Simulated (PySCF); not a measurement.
PySCF input (CCSD(T)/cc-pVDZ):

```python
from pyscf import gto, scf, mp, cc as ccmod

mol = gto.M(
    atom='''
    F    -1.18052945   -0.44662393    0.00012778
    S     0.00107893    0.50509259   -0.00997059
    F     1.17861135   -0.45131845    0.01759770
    ''',
    basis='cc-pvdz',
    charge=1,
    spin=1,
    verbose=4,
)

mf = scf.UHF(mol)
mf.conv_tol = 1e-10
mf.max_cycle = 100
mf.kernel()
mo, _, stable, _ = mf.stability(return_status=True)
if not stable:
    mf.kernel(mf.make_rdm1(mo, mf.mo_occ))
mp2 = mp.MP2(mf, frozen=7).run()
cc = ccmod.CCSD(mf, frozen=7)
cc.max_cycle = 100
cc.kernel()
et = cc.ccsd_t()
print(f'E(CCSD(T)) = {cc.e_tot + et:.9f}')
```

End of the output:

```
Extra cycle  E= -595.981551604055  delta_E= 6.82e-13  |g|= 5.16e-07  |ddm|= 8.54e-07
converged SCF energy = -595.981551604055  <S^2> = 0.76752821  2S+1 = 2.0174521
uhf_internal: lowest eigs of H = [0.36028582 0.38578855 0.41044934]
<class 'pyscf.scf.uhf.UHF'> wavefunction is stable in the internal stability analysis

******** <class 'pyscf.mp.ump2.UMP2'> ********
nocc = (np.int64(10), np.int64(9)), nmo = (39, 39)
frozen orbitals 7
E(UMP2) = -596.472468527942  E_corr = -0.490916923886747
E(SCS-UMP2) = -596.454135263349  E_corr = -0.47258365929401
E_corr(same-spin) = -0.134442287734715
E_corr(oppo-spin) = -0.356474636152032

******** <class 'pyscf.cc.uccsd.UCCSD'> ********
CC2 = 0
CCSD nocc = (np.int64(10), np.int64(9)), nmo = (39, 39)
frozen orbitals 7
max_cycle = 100
direct = 0
conv_tol = 1e-07
conv_tol_normt = 1e-06
diis_space = 6
diis_start_cycle = 0
diis_start_energy_diff = 1e+09
Init t2, MP2 energy = -0.490916944337582
Init E_corr(UCCSD) = -0.490916944337722
cycle = 1  E_corr(UCCSD) = -0.485073629153064  dE = 0.00584331518  norm(t1,t2) = 0.10955
cycle = 2  E_corr(UCCSD) = -0.501898322154938  dE = -0.016824693  norm(t1,t2) = 0.0359725
cycle = 3  E_corr(UCCSD) = -0.501302792127637  dE = 0.000595530027  norm(t1,t2) = 0.0256537
cycle = 4  E_corr(UCCSD) = -0.504465694777113  dE = -0.00316290265  norm(t1,t2) = 0.0119505
cycle = 5  E_corr(UCCSD) = -0.504428887139671  dE = 3.68076374e-05  norm(t1,t2) = 0.00308654
cycle = 6  E_corr(UCCSD) = -0.504255261607863  dE = 0.000173625532  norm(t1,t2) = 0.00119914
cycle = 7  E_corr(UCCSD) = -0.504265728087277  dE = -1.04664794e-05  norm(t1,t2) = 0.000314733
cycle = 8  E_corr(UCCSD) = -0.504278891944184  dE = -1.31638569e-05  norm(t1,t2) = 0.000126139
cycle = 9  E_corr(UCCSD) = -0.504278022366441  dE = 8.69577743e-07  norm(t1,t2) = 4.25854e-05
cycle = 10  E_corr(UCCSD) = -0.504277575392028  dE = 4.46974413e-07  norm(t1,t2) = 1.92171e-05
cycle = 11  E_corr(UCCSD) = -0.504277477797361  dE = 9.75946671e-08  norm(t1,t2) = 5.39404e-06
cycle = 12  E_corr(UCCSD) = -0.504277437875491  dE = 3.99218695e-08  norm(t1,t2) = 2.1746e-06
cycle = 13  E_corr(UCCSD) = -0.504277372933065  dE = 6.49424264e-08  norm(t1,t2) = 7.64745e-07
UCCSD converged
E(UCCSD) = -596.485828976988  E_corr = -0.5042773729330648
UCCSD(T) correction = -0.0127998431099607
E(CCSD(T)) = -596.498628820
```
